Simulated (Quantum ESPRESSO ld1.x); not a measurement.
Question: Sb33+, configuration [Ar] (the NIST ground configuration). Calculated with ld1.x of Quantum ESPRESSO 7.5: Dirac Kohn-Sham, LDA (Slater exchange, Perdew-Zunger correlation), spin-unpolarised, spherical densities, point nucleus. Some entries of the table are withheld. Estimate them.

orbital  occ.  eigenvalue (Ry)  <r^2> (bohr^2)  r(max) (bohr)
1s1/2       2         -2350.31        0.001096          0.018
2s1/2       2         -462.580         0.01733            (1)
2p1/2       2              (2)             (3)          0.080
2p3/2       4              (4)             (5)          0.084
3s1/2       2         -170.378          0.1035          0.284
3p1/2       2         -162.805         0.09563          0.268
3p3/2       4         -158.374          0.1011          0.277
3d3/2       0         -146.907         0.07768          0.218
3d5/2       0         -145.879         0.07912          0.220
4s1/2       0         -86.7569          0.3743          0.578

Answer: 
(1) 2s1/2 r(max) (bohr): 0.103
(2) 2p1/2 eigenvalue (Ry): -442.017
(3) 2p1/2 <r^2> (bohr^2): 0.01283
(4) 2p3/2 eigenvalue (Ry): -423.246
(5) 2p3/2 <r^2> (bohr^2): 0.01406
